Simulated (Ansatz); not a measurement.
C2H5F3Ge (`C[CH2][Ge]([F])([F])[F]`), 11 atoms. Charge 0, multiplicity 1. Correlated methods include outer-core shells of Ge, which these sets cover unevenly. Scalar relativity is left out up to krypton. All runs use 4 threads of an Arm Neoverse V2 on a shared host. Correlated methods freeze the cores.

Question: How many basis functions does each run have, and how long does it take in Ansatz? RKS revPBE-D4/def2-TZVPP energy; RKS PBE0-D4/def2-SVP energy; RHF-CCSD(T)/def2-TZVPP energy; RKS PBE0-D4/def2-QZVPP energy; direct RPA on PBE orbitals/def2-TZVPP energy; RKS PBE0-D4/def2-TZVP frequencies; RKS r2SCAN0-D4/def2-TZVPP energy; RKS ωB97M-V/def2-QZVPP energy; RKS PBE0-D4/def2-TZVP relaxation (6 steps); RKS r2SCAN-D4/def2-TZVPP energy and forces; RKS BHLYP-D4/def2-TZVPP energy; RHF-CCSD(T)/def2-SVP energy. (Estimate.)

Answer: Ansatz gave: Other jobs shared the machine, so times are rough.

```
                                level                   job  functions  wall time  peak host memory (GiB)
                 RKS PBE0-D4/def2-SVP                energy        127      1.8 s                     0.3
             RKS revPBE-D4/def2-TZVPP                energy        273        3 s                    0.38
              RKS BHLYP-D4/def2-TZVPP                energy        273      5.5 s                    0.89
             RKS r2SCAN-D4/def2-TZVPP     energy and forces        273        7 s                    0.41
            RKS r2SCAN0-D4/def2-TZVPP                energy        273        8 s                    0.86
direct RPA on PBE orbitals/def2-TZVPP                energy        273        9 s                    0.72
               RKS PBE0-D4/def2-QZVPP                energy        524       14 s                     2.3
                 RHF-CCSD(T)/def2-SVP                energy        127       23 s                    0.88
               RKS ωB97M-V/def2-QZVPP                energy        524       30 s                     2.7
                RKS PBE0-D4/def2-TZVP  relaxation (6 steps)        233       39 s                    0.73
                RKS PBE0-D4/def2-TZVP           frequencies        233    4.5 min                    0.72
               RHF-CCSD(T)/def2-TZVPP                energy        273     11 min                     7.9
```
